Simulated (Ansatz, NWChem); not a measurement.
CHBrF2 (bromodifluoromethane): from total energies to a heat of formation

The species is CHBrF2 (5 atoms), meant as a singlet with charge 0. SMILES: `FC(F)Br`. Geometry: relaxed at PBE0-D4/def2-TZVP.

Total energies at SVWN5/aug-cc-pVDZ (NWChem 7.3.0); the atoms run unrestricted:

```
species    state   energy (Eh)
 CHBrF2  singlet  -2807.389727
      F  doublet    -99.074778
      C  triplet    -37.460433
     Br  doublet  -2570.522008
      H  doublet     -0.478010
```

Harmonic wavenumbers at PBE0-D4/def2-TZVP, in cm⁻¹: 316, 324, 590, 720, 1136, 1168, 1298, 1370, 3141.

Measured heats of formation of the gaseous atoms at 298.15 K, in kJ/mol: F 79.4, C 716.9, Br 111.9, H 218.0. Spin-orbit lowering of the atoms at 298 K (mean of the ground term's levels less their thermal mean, from spectra), in kJ/mol: F 1.29, C 0.02, Br 14.69. Take 1 Eh = 2625.50 kJ/mol, 1 cm⁻¹ = 0.0119627 kJ/mol, RT = 2.479 kJ/mol.

Work out the heat of formation of the gas at 298 K.


1. Electronic atomisation energy: 2 × (-99.074778) + (-37.460433) + (-2570.522008) + (-0.478010) − (-2807.389727) = 0.779720 Eh = 2047.2 kJ/mol.
2. Zero-point energy: half the sum of the wavenumbers, 5031.5 cm⁻¹ = 60.2 kJ/mol.
3. Thermal vibrational enthalpy, Σ hcν̃/(exp(hcν̃/kT) − 1): 2.9 kJ/mol. Translation, rotation and pV of a non-linear molecule: 4 RT = 9.9 kJ/mol.
4. The 5 free atoms carry 5/2 RT each: 31.0 kJ/mol.
5. Spin-orbit coupling lowers the free atoms by 2 × 1.29 + 0.02 + 14.69 = 17.3 kJ/mol.
6. Atomisation enthalpy at 298 K: 2047.2 − 17.3 − 60.2 − 2.9 − 9.9 + 31.0 = 1987.9 kJ/mol.
7. Sum of the atoms' heats of formation: 1205.6 kJ/mol. Heat of formation: 1205.6 − 1987.9 = -782.3 kJ/mol.

The tabulated value is -424.2 kJ/mol (Active Thermochemical Tables), so this level is off by -358.1 kJ/mol, or 22.0 % of the atomisation enthalpy that the table implies (1629.7 kJ/mol). The LDA overbinds, which puts heats of formation too low. Relativity is left out. Anharmonicity and any spin-orbit splitting of the molecule are left out.
